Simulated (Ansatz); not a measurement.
The lowest singlet and triplet of NH2 (SMILES [NH2+]); geometries from B3LYP-D3(BJ)/def2-TZVP, each state relaxed from the structure named, with no frequency check.
Singlet (charge 1, multiplicity 1):
```xyz
3

N      0.000     0.137     0.022
H     -0.849    -0.482    -0.078
H      0.852    -0.478    -0.078
```

A positive gap puts the triplet lower; no zero-point energy. R- takes a restricted singlet. The triplet is unrestricted in single-reference levels. Active spaces average the two states.

Cores are frozen in the correlated methods.

Run with Ansatz (Gaussian orbitals). 

### Question
What is the computed gap E(singlet) − E(triplet), vertical, at the singlet's geometry (R-MP2/cc-pVQZ)?

### Answer
0.82 eV

### Question
Estimate the gap E(singlet) − E(triplet), vertical, at the singlet's geometry that FIC-MRCISD+Q on SA-CASSCF(6,6)/cc-pVQZ returns for this input.

### Answer
0.54 eV

### Question
Predict the gap E(singlet) − E(triplet), vertical, at the singlet's geometry from FIC-NEVPT4(SD) on SA-CASSCF(6,6)/cc-pVTZ.

### Answer
0.58 eV

Doubts at one or more of the structures used: a restricted determinant that unrestricted orbitals would lower (R-MP2/cc-pVQZ).

Ansatz is an electronic-structure program.
